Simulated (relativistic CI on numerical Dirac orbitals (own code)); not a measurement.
## Calculated levels, Cd42+

These numbers are calculated, not measured: Dirac-Coulomb-Breit CI, orbitals from a KLI potential per configuration, a model potential for QED, unscaled Slater integrals (own radial code, finite nucleus).

Configurations in the expansion (outside the closed core 1s2): 2s²2p², 2s2p³, 2p⁴, 2p³3s, 2p³3p, 2p³3d, 2s²2p3s, 2s²2p3p, 2s²2p3d, 2s2p²3s, 2s2p²3p, 2s2p²3d, 2s²2p4s, 2s²2p4p, 2s²2p4d, 2s²2p4f. Levels of other configurations are missing.

```csv
No.,Configuration,Term,J,E (Ry),%,Landé g,jj configuration (%)
41,2s2p²(3P)<4P>3d,⁵F,1,305.754,47,0.409,2s 2p1/2^2 3d3/2 (95)
42,2s2p²(1S)<2S>3d,³D,2,306.012,26,1.210,2s 2p1/2^2 3d3/2 (84)
43,2s2p²(3P)<4P>3s,⁵P,2,306.606,83,1.725,2s 2p1/2 2p3/2 3s (92)
44,2s²2p3p,³D,3,307.177,79,1.349,2p3/2 3p3/2 (79)
45,2s²2p3p,¹P,1,307.349,44,1.386,2p3/2 3p3/2 (85)
46,2s2p²(1S)<2S>3d,³D,3,307.488,27,1.378,2s 2p1/2^2 3d5/2 (90)
47,2s2p²(3P)<4P>3s,³P,1,308.066,63,1.570,2s 2p1/2 2p3/2 3s (84)
48,2s²2p3p,³P,2,308.508,27,1.165,2p3/2 3p3/2 (45)
49,2s2p²(3P)<4P>3d,³F,2,308.688,21,1.121,2s 2p1/2^2 3d5/2 (49)
50,2s2p²(3P)<4P>3s,⁵P,3,309.054,41,1.457,2s 2p1/2 2p3/2 3s (76)
51,2s²2p3p,¹S,0,309.869,66,,2p3/2 3p3/2 (91)
52,2s2p²(3P)<4P>3s,³P,2,310.116,37,1.274,2s 2p1/2 2p3/2 3s (82)
53,2s2p²(3P)<4P>3p,⁵P°,1,310.283,40,1.904,2s 2p1/2 2p3/2 3p1/2 (98)
54,2s2p²(3P)<4P>3p,⁵D°,2,310.840,45,1.368,2s 2p1/2 2p3/2 3p1/2 (92)
55,2s²2p3d,³D°,2,311.614,36,1.017,2p3/2 3d3/2 (84)
56,2s²2p3d,³F°,3,311.808,38,1.155,2p3/2 3d3/2 (70)
57,2s²2p3d,³P°,1,312.182,61,1.135,2p3/2 3d3/2 (96)
58,2s²2p3d,³P°,0,312.250,97,,2p3/2 3d3/2 (97)
59,2s²2p3d,³F°,4,312.334,97,1.242,2p3/2 3d5/2 (97)
60,2s2p²(1D)<2D>3s,³D,1,312.348,68,0.706,2s 2p1/2 2p3/2 3s (97)
61,2s2p²(3P)<4P>3p,³D°,3,312.704,28,1.261,2s 2p1/2 2p3/2 3p1/2 (76)
62,2s2p²(3P)<2P>3s,³P,1,312.718,57,1.565,2s 2p1/2 2p3/2 3s (93)
63,2s2p²(1D)<2D>3s,¹D,2,312.728,35,1.197,2s 2p1/2 2p3/2 3s (96)
64,2s2p²(3P)<2P>3s,³P,0,312.753,89,,2s 2p1/2 2p3/2 3s (89)
65,2s²2p3d,³P°,2,312.991,50,1.282,2p3/2 3d5/2 (90)
66,2s²2p3d,¹F°,3,313.898,52,1.148,2p3/2 3d5/2 (83)
67,2s2p²(1D)<2D>3p,³P°,2,313.970,37,1.553,2s 2p1/2 2p3/2 3p1/2 (96)
68,2s²2p3d,¹P°,1,314.277,65,1.041,2p3/2 3d5/2 (96)
69,2s2p²(3P)<4P>3p,⁵D°,3,314.836,50,1.512,2s 2p1/2 2p3/2 3p3/2 (97)
70,2s2p²(3P)<4P>3p,⁵P°,1,315.251,32,1.595,2s 2p1/2 2p3/2 3p3/2 (94)
71,2s2p²(3P)<2P>3p,³P°,0,315.788,37,,2s 2p1/2 2p3/2 3p1/2 (78)
72,2s2p²(1D)<2D>3p,³F°,2,315.809,48,0.974,2s 2p1/2 2p3/2 3p1/2 (84)
73,2s2p²(3P)<2P>3p,³D°,1,315.880,61,0.879,2s 2p1/2 2p3/2 3p1/2 (90)
74,2s2p²(3P)<4P>3p,³D°,2,315.968,49,1.359,2s 2p1/2 2p3/2 3p3/2 (84)
75,2s2p²(3P)<4P>3p,³P°,0,316.738,96,,2s 2p1/2 2p3/2 3p3/2 (82)
76,2s2p²(3P)<4P>3p,⁵D°,4,316.897,49,1.362,2s 2p1/2 2p3/2 3p3/2 (96)
77,2s2p²(3P)<4P>3p,³P°,2,317.383,53,1.402,2s 2p1/2 2p3/2 3p3/2 (96)
78,2s2p²(1D)<2D>3p,³D°,1,317.820,36,1.090,2s 2p1/2 2p3/2 3p1/2 (94)
79,2s2p²(1D)<2D>3p,¹P°,1,317.956,42,1.237,2s 2p1/2 2p3/2 3p3/2 (91)
80,2s2p²(1D)<2D>3p,³D°,3,318.122,47,1.308,2s 2p1/2 2p3/2 3p3/2 (96)
81,2s2p²(3P)<4P>3d,⁵F,2,318.517,45,1.197,2s 2p1/2 2p3/2 3d3/2 (98)
82,2s2p²(3P)<4P>3d,⁵D,1,318.556,55,1.231,2s 2p1/2 2p3/2 3d3/2 (98)
83,2s2p²(3P)<4P>3d,⁵D,0,318.559,86,,2s 2p1/2 2p3/2 3d3/2 (99)
84,2s2p²(3P)<4P>3d,⁵F,3,318.907,60,1.254,2s 2p1/2 2p3/2 3d3/2 (83)
85,2s2p²(3P)<4P>3d,⁵F,4,319.409,55,1.372,2s 2p1/2 2p3/2 3d5/2 (95)
86,2s2p²(3P)<2P>3p,³D°,2,320.409,36,1.300,2s 2p1/2 2p3/2 3p3/2 (91)
87,2s2p²(3P)<4P>3d,³F,2,320.587,28,1.268,2s 2p1/2 2p3/2 3d5/2 (96)
88,2s2p²(1D)<2D>3d,³F,4,320.593,38,1.249,2s 2p1/2 2p3/2 3d3/2 (77)
89,2s2p²(1D)<2D>3p,³F°,3,320.614,42,1.155,2s 2p1/2 2p3/2 3p3/2 (98)
90,2s2p²(3P)<4P>3d,³F,3,320.686,41,1.308,2s 2p1/2 2p3/2 3d5/2 (51)
91,2s2p²(3P)<2P>3p,³P°,1,321.188,39,1.361,2s 2p1/2 2p3/2 3p3/2 (92)
92,2s2p²(1D)<2D>3p,³P°,0,321.261,83,,2s 2p1/2 2p3/2 3p3/2 (99)
93,2s2p²(3P)<2P>3p,³D°,2,321.289,37,1.119,2s 2p1/2 2p3/2 3p3/2 (95)
94,2s2p²(3P)<4P>3d,⁵P,2,321.372,31,1.431,2s 2p1/2 2p3/2 3d3/2 (93)
95,2s2p²(3P)<4P>3d,³D,1,321.437,35,0.986,2s 2p1/2 2p3/2 3d5/2 (88)
96,2s2p²(3P)<4P>3d,⁵F,5,321.494,50,1.290,2s 2p1/2 2p3/2 3d5/2 (97)
97,2s2p²(3P)<4P>3d,³F,3,321.512,39,1.262,2s 2p1/2 2p3/2 3d3/2 (55)
98,2s2p²(3P)<4P>3d,⁵P,1,321.604,47,1.992,2s 2p1/2 2p3/2 3d3/2 (88)
99,2s2p²(1D)<2D>3p,³P°,1,321.700,55,1.225,2s 2p1/2 2p3/2 3p3/2 (95)
100,2s2p²(1D)<2D>3d,³F,2,322.679,37,1.105,2s 2p1/2 2p3/2 3d5/2 (73)
101,2s2p²(3P)<4P>3d,³D,3,322.702,51,1.269,2s 2p1/2 2p3/2 3d5/2 (77)
102,2s2p²(3P)<4P>3d,³F,4,323.247,53,1.188,2s 2p1/2 2p3/2 3d5/2 (81)
103,2s2p²(3P)<4P>3d,³D,1,323.442,57,0.853,2s 2p1/2 2p3/2 3d5/2 (88)
104,2s2p²(3P)<4P>3s,⁵P,3,323.767,33,1.313,2s 2p3/2^2 3s (64)
105,2s2p²(3P)<4P>3d,³P,0,323.798,74,,2s 2p1/2 2p3/2 3d5/2 (93)
106,2s2p²(1D)<2D>3d,³G,3,323.991,43,1.029,2s 2p1/2 2p3/2 3d3/2 (73)
107,2p³(2P°)3s,³P°,2,324.105,39,1.540,2p3/2 3s (89)
108,2s2p²(3P)<2P>3d,³F,2,324.389,47,0.896,2s 2p1/2 2p3/2 3d3/2 (74)
109,2s2p²(3P)<2P>3d,³D,1,324.505,56,0.690,2s 2p1/2 2p3/2 3d3/2 (91)
110,2p³(2D°)3s,³D°,1,324.706,26,1.215,2p3/2 3s (89)
```

Energies count from the lowest computed level; ° marks odd parity. Percentages are summed over parent terms; the parents shown are those of the largest component, closed shells are left out there, and <> holds an intermediate term. Filled j subshells are mostly left out of the jj labels.

The mean weight of the leading LS term, summed over parents, in these 70 levels is 50 %, and that of the leading jj configuration (from the same eigenvectors) 87 %, so jj coupling describes them better and the LS labels are nominal.

At this charge energies of transitions that change n are usually good to better than 1 %, and those within a shell (Δn = 0) to a few per cent.

LS names give the leading component of a level, which can be under half, so a name can repeat, a term be missing and a line seem to break the LS rules.
